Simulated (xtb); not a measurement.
H₅NO₃Si, SMILES [Si](N)(O)(O)O. All values are semi-empirical tight-binding results from xtb (GFN2-xTB unless named), good for trends rather than for accurate numbers. Geometry: GFN2-xTB. The values are those of a single conformer.

- point group as xtb finds it: Cs
- orbital gap: 8.89 eV
- dipole moment: 1.93 D
- zero-point energy: 42.1 kcal/mol
- G − E(el) at 298.15 K (modified RRHO): 22.7 kcal/mol
- static polarisability (D4 model): 60.8 bohr³
- solvation energy, GFN2-xTB/ALPB(water): -14.1 kcal/mol
- solvation energy, GFN2-xTB/ALPB(chcl3): -4.7 kcal/mol
